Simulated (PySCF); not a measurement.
HNaO, charge -1, doublet, geometry from GFN2-xTB (such geometries of metal compounds can be far from the true shape) (a state made from the parent by changing its charge; the spin is typed, not shown lowest) (in this run its highest filled SCF level lies above zero, so its values depend strongly on the basis, on diffuse functions most of all); M062X/aug-cc-pVDZ run with PySCF.

The PySCF input:
```python
from pyscf import gto, scf, dft

mol = gto.M(
    atom='''
Na   -0.00000000   -0.00000000   -1.21477043
O     0.00000000    0.00000000    1.37739347
H     0.00000000    0.00000000    2.34332695
''',
    basis='aug-cc-pvdz',
    charge=-1,
    spin=1,
    verbose=4,
    symmetry=True,
    symmetry_subgroup='C2v',
)

mf = dft.UKS(mol)
mf.xc = 'm062x'
mf.kernel()
mf.analyze()
```

Task: Predict the main parts of the log of this PySCF run.

Result: 
```
PySCF version 2.14.0

[INPUT] verbose = 4
[INPUT] num. atoms = 3
[INPUT] num. electrons = 21
[INPUT] charge = -1
[INPUT] spin (= nelec alpha-beta = 2S) = 1
[INPUT] symmetry True subgroup C2v
[INPUT] Mole.unit = angstrom
[INPUT] Symbol           X                Y                Z      unit          X                Y                Z       unit  Magmom
[INPUT]  1 Na     0.000000000000   0.000000000000  -1.214770430000 AA    0.000000000000   0.000000000000  -2.295583416920 Bohr   0.0
[INPUT]  2 O      0.000000000000   0.000000000000   1.377393470000 AA    0.000000000000   0.000000000000   2.602896424064 Bohr   0.0
[INPUT]  3 H      0.000000000000   0.000000000000   2.343326950000 AA    0.000000000000   0.000000000000   4.428246155812 Bohr   0.0

nuclear repulsion = 23.9834512224684
point group symmetry = Coov, use subgroup C2v
symmetry origin: [ 0.00000000e+00  0.00000000e+00 -1.88972611e-09]
symmetry axis x: [1. 0. 0.]
symmetry axis y: [0. 1. 0.]
symmetry axis z: [0. 0. 1.]
num. orbitals of irrep A1 = 29
num. orbitals of irrep A2 = 4
num. orbitals of irrep B1 = 13
num. orbitals of irrep B2 = 13
number of shells = 21
number of NR pGTOs = 96
number of NR cGTOs = 59
basis = aug-cc-pvdz
ecp = {}

******** <class 'pyscf.dft.uks_symm.SymAdaptedUKS'> ********
method = SymAdaptedUKS
initial guess = minao
damping factor = 0
level_shift factor = 0
DIIS = <class 'pyscf.scf.diis.CDIIS'>
diis_start_cycle = 1
diis_space = 8
diis_damp = 0
SCF conv_tol = 1e-09
SCF conv_tol_grad = None
SCF max_cycles = 50
direct_scf = True
direct_scf_tol = 1e-13
number electrons alpha = 11  beta = 10
XC library pyscf.dft.libxc version 7.1.2
    S. Lehtola, C. Steigemann, M. J. T. Oliveira, and M. A. L. Marques,  SoftwareX 7, 1–5 (2018)
XC functionals = m062x
    Y. Zhao and D. G. Truhlar,  Theor. Chem. Acc. 120, 215 (2008)
    Y. Zhao and D. G. Truhlar,  Theor. Chem. Acc. 120, 215 (2008)
radial grids:
    Treutler-Ahlrichs [JCP 102, 346 (1995); DOI:10.1063/1.469408] (M4) radial grids

becke partition: Becke, JCP 88, 2547 (1988); DOI:10.1063/1.454033
pruning grids: <function nwchem_prune>
grids dens level: 3
symmetrized grids: True
atomic radii adjust function: <function treutler_atomic_radii_adjust>
small_rho_cutoff = 0
Freeze 0 electrons in irreps []
    21 free electrons in irreps A1 A2 B1 B2
Set gradient conv threshold to 3.16228e-05
tot grids = 41992
init E= -237.796877395554

cycle= 1 E= -237.878171186237  delta_E= -0.0813  |g|= 0.619  |ddm|= 0.94

cycle= 2 E= -232.97178150555  delta_E= 4.91  |g|= 1.78  |ddm|= 6.03
cycle= 3 E= -237.977352833161  delta_E= -5.01  |g|= 0.404  |ddm|= 6.01
cycle= 4 E= -238.055147716909  delta_E= -0.0778  |g|= 0.164  |ddm|= 0.262
cycle= 5 E= -238.07297494908  delta_E= -0.0178  |g|= 0.0156  |ddm|= 0.233
cycle= 6 E= -238.073814089371  delta_E= -0.000839  |g|= 0.00989  |ddm|= 0.0957
cycle= 7 E= -238.074083663534  delta_E= -0.00027  |g|= 0.00217  |ddm|= 0.0555
cycle= 8 E= -238.074143168125  delta_E= -5.95e-05  |g|= 0.00252  |ddm|= 0.0373
cycle= 9 E= -238.074149735858  delta_E= -6.57e-06  |g|= 0.0014  |ddm|= 0.0119
cycle= 10 E= -238.074151798566  delta_E= -2.06e-06  |g|= 0.000404  |ddm|= 0.0084
cycle= 11 E= -238.074152064152  delta_E= -2.66e-07  |g|= 9.34e-05  |ddm|= 0.00312
cycle= 12 E= -238.074152094442  delta_E= -3.03e-08  |g|= 2.45e-05  |ddm|= 0.00124
cycle= 13 E= -238.074152098716  delta_E= -4.27e-09  |g|= 9.31e-06  |ddm|= 0.000596
cycle= 14 E= -238.074152098919  delta_E= -2.03e-10  |g|= 5.43e-06  |ddm|= 9.84e-05
Extra cycle  E= -238.074152098918  delta_E= 8.53e-13  |g|= 9.93e-06  |ddm|= 2.94e-05
converged SCF energy = -238.074152098918  <S^2> = 0.75067887  2S+1 = 2.0006788
**** SCF Summaries ****
Total Energy =                        -238.074152098918034
Nuclear Repulsion Energy =              23.983451222468375
One-electron Energy =                 -384.450142543698291
Two-electron Energy =                  122.392539222311854
Two-electron Coulomb Energy =          145.858148176300745
DFT Exchange-Correlation Energy =      -23.465608953988898
Wave-function symmetry = A1
alpha occupancy for each irrep:     A1   A2   B1   B2
                                     7    0    2    2
beta  occupancy for each irrep:     A1   A2   B1   B2
                                     6    0    2    2
**** MO energy ****
alpha MO #1 (A1 #1), energy= -38.9979799733412 occ= 1
alpha MO #2 (A1 #2), energy= -19.351035006499 occ= 1
alpha MO #3 (A1 #3), energy= -2.26003263494259 occ= 1
alpha MO #4 (B1 #1), energy= -1.13679518154512 occ= 1
alpha MO #5 (B2 #1), energy= -1.13679518158231 occ= 1
alpha MO #6 (A1 #4), energy= -1.13375083042023 occ= 1
alpha MO #7 (A1 #5), energy= -0.774432635560549 occ= 1
alpha MO #8 (A1 #6), energy= -0.239197517881075 occ= 1
alpha MO #9 (B1 #2), energy= -0.0928215959091561 occ= 1
alpha MO #10 (B2 #2), energy= -0.0928215953040104 occ= 1
alpha MO #11 (A1 #7), energy= 0.000708399828639017 occ= 1
alpha MO #12 (A1 #8), energy= 0.0733217037022937 occ= 0
alpha MO #13 (B2 #3), energy= 0.0738378951084466 occ= 0
alpha MO #14 (B1 #3), energy= 0.0738378955188026 occ= 0
alpha MO #15 (A1 #9), energy= 0.0946653791318877 occ= 0
alpha MO #16 (B2 #4), energy= 0.129300266908869 occ= 0
alpha MO #17 (B1 #4), energy= 0.129300267846432 occ= 0
alpha MO #18 (A1 #10), energy= 0.145457013472097 occ= 0
alpha MO #19 (A1 #11), energy= 0.151850199392536 occ= 0
alpha MO #20 (A1 #12), energy= 0.215516154650894 occ= 0
alpha MO #21 (A1 #13), energy= 0.22821920563086 occ= 0
alpha MO #22 (A2 #1), energy= 0.228228232104571 occ= 0
alpha MO #23 (A1 #14), energy= 0.244546606919742 occ= 0
alpha MO #24 (B1 #5), energy= 0.245587667957873 occ= 0
alpha MO #25 (B2 #5), energy= 0.24558766993197 occ= 0
alpha MO #26 (B2 #6), energy= 0.251723301417238 occ= 0
alpha MO #27 (B1 #6), energy= 0.25172330202256 occ= 0
alpha MO #28 (A1 #15), energy= 0.306466890037454 occ= 0
alpha MO #29 (A1 #16), energy= 0.343496824962203 occ= 0
alpha MO #30 (B1 #7), energy= 0.381043581767267 occ= 0
alpha MO #31 (B2 #7), energy= 0.38104358357843 occ= 0
alpha MO #32 (B1 #8), energy= 0.448524430246545 occ= 0
alpha MO #33 (B2 #8), energy= 0.448524429848412 occ= 0
alpha MO #34 (A2 #2), energy= 0.448807172553574 occ= 0
alpha MO #35 (A1 #17), energy= 0.448810109898687 occ= 0
alpha MO #36 (A1 #18), energy= 0.482835843916707 occ= 0
alpha MO #37 (A1 #19), energy= 0.528333073960833 occ= 0
alpha MO #38 (B1 #9), energy= 0.594572735040052 occ= 0
alpha MO #39 (B2 #9), energy= 0.594572737433938 occ= 0
alpha MO #40 (A1 #20), energy= 0.734814289637439 occ= 0
alpha MO #41 (A1 #21), energy= 0.85433149892591 occ= 0
alpha MO #42 (A1 #22), energy= 1.02808492473612 occ= 0
alpha MO #43 (A2 #3), energy= 1.10700499708357 occ= 0
alpha MO #44 (A1 #23), energy= 1.1070709473987 occ= 0
alpha MO #45 (B1 #10), energy= 1.26502916020161 occ= 0
alpha MO #46 (B2 #10), energy= 1.26502916066388 occ= 0
alpha MO #47 (B1 #11), energy= 1.50424470652436 occ= 0
alpha MO #48 (B2 #11), energy= 1.50424470720863 occ= 0
alpha MO #49 (A1 #24), energy= 1.51574102433013 occ= 0
alpha MO #50 (A1 #25), energy= 1.90487320789746 occ= 0
alpha MO #51 (B1 #12), energy= 2.12743681862154 occ= 0
alpha MO #52 (B2 #12), energy= 2.1274368190888 occ= 0
alpha MO #53 (A1 #26), energy= 2.5675565555371 occ= 0
alpha MO #54 (A1 #27), energy= 2.84663110377616 occ= 0
alpha MO #55 (A2 #4), energy= 3.57434781666423 occ= 0
alpha MO #56 (A1 #28), energy= 3.57463678656805 occ= 0
alpha MO #57 (B1 #13), energy= 3.68824382462597 occ= 0
alpha MO #58 (B2 #13), energy= 3.68824382543065 occ= 0
alpha MO #59 (A1 #29), energy= 4.1238821608771 occ= 0
beta  MO #1 (A1 #1), energy= -38.9969041567545 occ= 1
beta  MO #2 (A1 #2), energy= -19.3504473600827 occ= 1
beta  MO #3 (A1 #3), energy= -2.25822198813672 occ= 1
beta  MO #4 (B1 #1), energy= -1.13716132631207 occ= 1
beta  MO #5 (B2 #1), energy= -1.13716132512244 occ= 1
beta  MO #6 (A1 #4), energy= -1.13341193427524 occ= 1
beta  MO #7 (A1 #5), energy= -0.772778358349015 occ= 1
beta  MO #8 (A1 #6), energy= -0.237824538410175 occ= 1
beta  MO #9 (B2 #2), energy= -0.091108248607263 occ= 1
beta  MO #10 (B1 #2), energy= -0.0911082453084371 occ= 1
beta  MO #11 (A1 #7), energy= 0.0965227739286608 occ= 0
beta  MO #12 (A1 #8), energy= 0.0978870574074378 occ= 0
beta  MO #13 (B1 #3), energy= 0.119297068483484 occ= 0
beta  MO #14 (B2 #3), energy= 0.119297614553911 occ= 0
beta  MO #15 (A1 #9), energy= 0.1363061559509 occ= 0
beta  MO #16 (B2 #4), energy= 0.156397881501144 occ= 0
beta  MO #17 (B1 #4), energy= 0.156397992982823 occ= 0
beta  MO #18 (A1 #10), energy= 0.164754338668948 occ= 0
beta  MO #19 (A1 #11), energy= 0.208432822812584 occ= 0
beta  MO #20 (A1 #12), energy= 0.248498520349391 occ= 0
beta  MO #21 (A2 #1), energy= 0.248962665607915 occ= 0
beta  MO #22 (B2 #5), energy= 0.261260854322092 occ= 0
beta  MO #23 (B1 #5), energy= 0.261261623492945 occ= 0
beta  MO #24 (A1 #13), energy= 0.310931066089483 occ= 0
beta  MO #25 (A1 #14), energy= 0.330477342181708 occ= 0
beta  MO #26 (B1 #6), energy= 0.355657302549646 occ= 0
beta  MO #27 (B2 #6), energy= 0.35567760528774 occ= 0
beta  MO #28 (A1 #15), energy= 0.39033720074925 occ= 0
beta  MO #29 (A1 #16), energy= 0.416011545842338 occ= 0
beta  MO #30 (A2 #2), energy= 0.417009557590981 occ= 0
beta  MO #31 (B1 #7), energy= 0.4308643519278 occ= 0
beta  MO #32 (B2 #7), energy= 0.430897129616061 occ= 0
beta  MO #33 (A1 #17), energy= 0.460856999527059 occ= 0
beta  MO #34 (B1 #8), energy= 0.50309048079947 occ= 0
beta  MO #35 (B2 #8), energy= 0.503119836789382 occ= 0
beta  MO #36 (A1 #18), energy= 0.515617616780322 occ= 0
beta  MO #37 (B1 #9), energy= 0.60623624815471 occ= 0
beta  MO #38 (B2 #9), energy= 0.606237147558119 occ= 0
beta  MO #39 (A1 #19), energy= 0.619260188764806 occ= 0
beta  MO #40 (A1 #20), energy= 0.742335193329802 occ= 0
beta  MO #41 (A1 #21), energy= 0.860194800557903 occ= 0
beta  MO #42 (A1 #22), energy= 1.02871801359597 occ= 0
beta  MO #43 (A2 #3), energy= 1.10653581372231 occ= 0
beta  MO #44 (A1 #23), energy= 1.10658603694048 occ= 0
beta  MO #45 (B1 #10), energy= 1.26618280614561 occ= 0
beta  MO #46 (B2 #10), energy= 1.26618449308644 occ= 0
beta  MO #47 (B1 #11), energy= 1.50531362821746 occ= 0
beta  MO #48 (B2 #11), energy= 1.50531386122707 occ= 0
beta  MO #49 (A1 #24), energy= 1.52091982411304 occ= 0
beta  MO #50 (A1 #25), energy= 1.90570127802096 occ= 0
beta  MO #51 (B2 #12), energy= 2.12764020827216 occ= 0
beta  MO #52 (B1 #12), energy= 2.1276402103366 occ= 0
beta  MO #53 (A1 #26), energy= 2.56784136837426 occ= 0
beta  MO #54 (A1 #27), energy= 2.84770153819037 occ= 0
beta  MO #55 (A2 #4), energy= 3.5754581100836 occ= 0
beta  MO #56 (A1 #28), energy= 3.57574371207912 occ= 0
beta  MO #57 (B1 #13), energy= 3.68940581555054 occ= 0
beta  MO #58 (B2 #13), energy= 3.68940603734626 occ= 0
beta  MO #59 (A1 #29), energy= 4.12534719938025 occ= 0
 ** Mulliken pop alpha/beta on meta-lowdin orthogonal AOs **
 ** Mulliken pop       alpha | beta **
In total            11.00000 | 10.00000
 ** Mulliken atomic charges   ( Nelec_alpha | Nelec_beta ) **
charge of  0Na =     -0.03187  (     5.98329      5.04858 )
charge of  1O =     -1.21154  (     4.63570      4.57584 )
charge of  2H =      0.24342  (     0.38101      0.37557 )

WARN: System has nonzero charge -1; the dipole moment is origin-dependent.
Location of origin: [0. 0. 0.]

Dipole moment(X, Y, Z, Debye):  0.00000,  0.00000,  2.37549
```
